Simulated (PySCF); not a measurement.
C5H9ClSi2.
Bonds: Si1–C2, C2–Si3, Si3–Cl4, Si3–C5, C5–C6 (double), C6–C7, C7–C8 (double), Si3–C8. Hydrogens: H9, H10, H11 on Si1; H12, H13 on C2; H14 on C5; H15 on C6; H16 on C7; H17 on C8.

Probes without a nucleus sit at each ring's centroid and 1 Å off its mean plane on both sides; NICS is minus the shielding there, NICSzz its component along the normal. Level: GIAO B97-2/pcSseg-1 (PySCF, non-relativistic, gas phase) on the PBE0-D3(BJ)/def2-SVP geometry, one conformer.

Ring bond lengths (Å): Si3–C5 1.870, C5–C6 1.348, C6–C7 1.487, C7–C8 1.348, C8–Si3 1.870.

Question: Give the NICS values of each ring in ppm.

Answer: 
```csv
ring,type,NICS(0),"NICS(1), two faces","NICS(1)zz, two faces",rms pucker (Å),"centre to ring atoms, mean (Å)"
Si3–C5–C6–C7–C8,"5-membered ring with Si; formal bonds 2 double, 3 single",2.2,-0.5 / -0.8,5.0 / 5.3,0.01,1.34
```

Question: What can be read from them?

Answer: 
- Si3–C5–C6–C7–C8: mean NICS(1)zz 5.2 ppm, deshielded. Si3 has four or more neighbours, and the NICS criterion for π rings isn't applied.

Question: At the second NICS(1) probe listed for ring Si3–C5–C6–C7–C8, 1 Å off the ring, what do the in-plane components average?

Answer: The isotropic value is a third of the trace: (3 × -0.8 − (5.3))/2 = -3.9 ppm.

Question: How shielded are the nuclei of the rings and their hydrogens (means over atoms taken as equivalent)?

Answer: 
```json
{"atoms": "Si3", "environment": "chlorine-bound silicon", "σ isotropic (ppm)": "334.8", "principal values of the symmetric part, first atom (ppm)": "295.9, 349.3, 359.3"}
{"atoms": "C5 (×2)", "environment": "alkene CH carbon", "σ isotropic (ppm)": "51.3", "principal values of the symmetric part, first atom (ppm)": "-60.2, 45.2, 171.3"}
{"atoms": "C6 (×2)", "environment": "alkene CH carbon", "σ isotropic (ppm)": "31.5", "principal values of the symmetric part, first atom (ppm)": "-89.2, 41.8, 141.2"}
{"atoms": "H14 (×2)", "environment": "vinylic hydrogen", "σ isotropic (ppm)": "25.34", "principal values of the symmetric part, first atom (ppm)": "22.9, 25.3, 27.7"}
{"atoms": "H15 (×2)", "environment": "vinylic hydrogen", "σ isotropic (ppm)": "24.44", "principal values of the symmetric part, first atom (ppm)": "21.9, 23.4, 28.0"}
```

Question: How do the values depend on the level or the medium?

Answer: 
```tsv
level	NICS(0), Si3–C5–C6–C7–C8	mean NICS(1)zz, Si3–C5–C6–C7–C8
B97-2/pcSseg-1, gas	2.2	5.2
PBE0/pcSseg-1, gas	2.3	5.1
```

The geometry is the same throughout.

The values belong to the conformer `[SiH3:1][CH2:2][Si:3]1([Cl:4])[CH:5]=[CH:6][CH:7]=[CH:8]1`: Si1–C2–Si3–Cl4 -65°.
